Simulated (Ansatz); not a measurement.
Ansatz results at the PBE0-D4/def2-TZVP geometry: LUMO energy (PBE/def2-TZVPP) -2.00 eV; LUMO energy (PBE0/def2-TZVPP) -1.14 eV; HOMO energy (PBE0/def2-TZVPP) -7.15 eV.

Each molecule was computed in one conformer, which needn't be the lowest.

(1) Which molecule gave them?
A. `[SiH3]S[AsH][SiH3]`
B. `[SiH3]SB1BC1`
C. `F[CH]([SiH3])[GaH2]`
D. `[SiH3]SC1CO1`

## Answers

(1) A. The others give `F[CH]([SiH3])[GaH2]`: -2.59, -1.79, -7.66; `[SiH3]SC1CO1`: -0.76, 0.13, -7.35; `[SiH3]SB1BC1`: -2.58, -1.64, -7.16.
